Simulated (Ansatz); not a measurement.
B3PH10 (relaxed from a model of B3H7(PH3), whose bonding it doesn't keep) was relaxed with B3LYP-D4 (def2-SVP) in Ansatz in these states: charge +1 doublet, neutral singlet. The geometries follow in no particular order.

A:

```xyz
14

B     0.071    0.037   -1.622
B     1.458   -0.318   -0.522
H     1.312    0.653   -1.354
B    -0.182   -0.537    0.207
P    -0.998    0.507    1.676
H    -0.992   -0.148   -0.739
H     0.122   -0.907   -2.363
H    -0.386    1.075   -2.038
H     2.368   -1.069   -0.682
H     1.261    0.070    0.655
H    -0.294   -1.703    0.464
H    -0.429    0.216    2.934
H    -0.940    1.915    1.567
H    -2.370    0.209    1.816
```

B:

```xyz
14

B    -0.915   -0.690    0.996
B     0.734   -1.063    0.508
H    -0.264   -1.859    0.781
B     0.181    0.700    0.466
P     0.086    1.042   -1.447
H    -0.785    1.267    0.945
H    -1.170   -0.670    2.174
H    -1.843   -0.747    0.219
H     1.575   -1.254    1.350
H     1.023   -1.373   -0.634
H     1.190    1.227    0.876
H     1.290    0.867   -2.163
H    -0.802    0.221   -2.178
H    -0.299    2.331   -1.893
```

Judge from the bond lengths which geometry belongs to which state (an estimate).

A is the charge +1 doublet (B4–H6 1.304 Å, B1–B4 1.933 Å, B1–H3 1.411 Å); B is the neutral singlet (B4–H6 1.218 Å, B1–B4 1.848 Å, B1–H3 1.355 Å).
